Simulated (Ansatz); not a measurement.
Total energies of `[OH][Al]1[CH]=N[SiH2]1`.

```xyz
9

O    -0.337   -2.671    0.381
Al   -0.164   -1.008    0.127
C    -1.289    0.422   -0.696
N    -0.545    1.454   -0.554
Si    1.015    1.107    0.257
H     0.294   -3.256    0.798
H    -2.265    0.543   -1.183
H     1.140    1.921    1.498
H     2.150    1.489   -0.628
```

The species carries charge 0 and has multiplicity 1. The geometry is a stationary point of PBE0-D4/def2-TZVP. It is one conformer, not always the lowest. Basis def2-TZVPP, Ansatz 0.2.0.

RPA on PBE orbitals: Hartree–Fock energy of these orbitals -700.40542 Eh, correlation -1.28058 Eh (frozen core).

```json
{"functional": "PBE", "energy without D4 (Eh)": "-702.04454", "D4 term (kJ/mol)": "-19.8"}
{"functional": "revPBE", "energy without D4 (Eh)": "-702.35916", "D4 term (kJ/mol)": "-55.0"}
{"functional": "r2SCAN", "energy without D4 (Eh)": "-702.37890", "D4 term (kJ/mol)": "-4.7"}
{"functional": "B97M-V", "energy without D4 (Eh)": "-702.35872", "D4 term (kJ/mol)": "–"}
{"functional": "B3LYP", "energy without D4 (Eh)": "-702.56806", "D4 term (kJ/mol)": "-32.2"}
{"functional": "r2SCANh", "energy without D4 (Eh)": "-702.36385", "D4 term (kJ/mol)": "-5.1"}
{"functional": "r2SCAN0", "energy without D4 (Eh)": "-702.34261", "D4 term (kJ/mol)": "-5.6"}
{"functional": "HSE06 (plane-wave form)", "energy without D4 (Eh)": "-702.07329", "D4 term (kJ/mol)": "-15.8"}
{"functional": "BHLYP", "energy without D4 (Eh)": "-702.42919", "D4 term (kJ/mol)": "-27.0"}
{"functional": "LC-ωPBE", "energy without D4 (Eh)": "-702.22948", "D4 term (kJ/mol)": "–"}
{"functional": "ωB97X-V", "energy without D4 (Eh)": "-702.37904", "D4 term (kJ/mol)": "–"}
{"functional": "ωB97M-V", "energy without D4 (Eh)": "-702.43121", "D4 term (kJ/mol)": "–"}
{"functional": "B2PLYP", "energy without D4 (Eh)": "-702.16464", "D4 term (kJ/mol)": "–"}
{"functional": "PBE-QIDH", "energy without D4 (Eh)": "-701.89320", "D4 term (kJ/mol)": "–"}
```

(1) Give the same for LDA (SPW92), BLYP, PBE0, CAM-B3LYP. (Estimate.)

B3LYP takes the VWN-RPA correlation (the form of Gaussian; ORCA's B3LYP/G). HSE06 is the plane-wave form, built on full-range PBE exchange. The double hybrids freeze the cores in their second-order part.

Answers

(1) The calculation gave: 
```tsv
functional	energy without D4 (Eh)	D4 term (kJ/mol)
LDA (SPW92)	-698.96783	–
BLYP	-702.48710	-42.9
PBE0	-702.09395	-16.8
CAM-B3LYP	-702.46291	-17.3
```

LC-ωPBE has ω = 0.4 bohr⁻¹.
